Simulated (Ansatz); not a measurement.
Consider the redistribution: `NB(S)O[SiH3]` + `CCBS` → `NB(S)S` + `CCBO[SiH3]`.

Isolated molecules relaxed with PBE0-D4/def2-TZVP in Ansatz; ΔE leaves out vibrations. CBS: MP2 limit from def2 TZ/QZ plus the TZ coupled-cluster correction, frozen cores. This one scheme is used for every species. DFT in def2-TZVPP. HSE06 is defined as in plane-wave codes. One conformer a species, not always the lowest.

| level | ΔE (kcal/mol) |
| --- | --- |
| revPBE-D4 | 2.6 |
| B97M-V | 3.3 |
| r2SCAN0-D4 | 3.1 |
| HSE06-D4 | 2.8 |
| r2SCAN0 | 3.0 |
| BHLYP | 2.7 |
| CAM-B3LYP | 2.4 |
| SCS-MP2/def2-QZVPP | 2.2 |

Question: What does CCSD(T)/CBS give? (An estimate is asked.)

Answer: Computed: +2.6 kcal/mol. The listed levels differ from it by 0.0, 0.7, 0.5, 0.2, 0.4, 0.1, -0.2, -0.4 kcal/mol.

Largest T1 diagnostic among the species: 0.012.

Leaving LDA and LC-ωPBE aside and taking each functional with its dispersion term where it has one, the values, not all of them listed here, spread over 0.9 kcal/mol, from ωB97X-V to B97M-V.
